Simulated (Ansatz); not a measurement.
`C[C](F)(Cl)[SnH3]` + `NCF` → `FC[NH][SnH3]` + `CC(F)Cl`  (ligand exchange at the Sn–C bond)

Isolated molecules relaxed with PBE0-D4/def2-TZVP in Ansatz; ΔE leaves out vibrations. CCSD(T)/CBS adds triple-zeta CCSD(T) − MP2 to the extrapolated MP2 energy (def2 sets, frozen cores). DFT in def2-TZVPP. Elements past krypton have def2 core potentials. For Sn outer-core shells are correlated without core-valence functions, which leaves a few kJ/mol of doubt a bond. Each species was taken in one conformer, which may not be the lowest.

```
             level  ΔE (kJ/mol)  difference from CCSD(T)/CBS
            PBE-D4        -23.1                          6.4
           PBE0-D4        -27.0                          2.5
            B2PLYP        -33.3                         -3.8
               PBE        -25.7                          3.8
            r2SCAN        -28.7                          0.8
              PBE0        -29.4                          0.1
     HF/def2-TZVPP        -46.7                        -17.2
    MP2/def2-TZVPP        -30.8                         -1.3
SCS-MP2/def2-TZVPP        -34.4                         -4.9
   CCSD/def2-TZVPP        -33.6                         -4.1
CCSD(T)/def2-TZVPP        -31.3                         -1.8
    MP2/def2-QZVPP        -30.1                         -0.6
SCS-MP2/def2-QZVPP        -33.8                         -4.3
      HF/CBS(def2)        -47.7                        -18.2
     MP2/CBS(def2)        -29.0                          0.5
    CCSD/CBS(def2)        -31.9                         -2.4
       CCSD(T)/CBS        -29.5                            0
```

Largest T1 diagnostic among the species: 0.013.

The D4 term adds +4.3 kJ/mol with B3LYP and +2.4 kJ/mol with PBE0; it sums over pairs of atoms, weighted by their polarisabilities, and B3LYP, whose exchange is more repulsive, gets the larger term. In def2-TZVPP, CCSD(T) changes the Hartree–Fock value by +15.5 kJ/mol (the triples alone add +2.4 kJ/mol) and MP2 by +16.0 kJ/mol.

B3LYP here is the variant with VWN-RPA as its local correlation; programs differ in this.
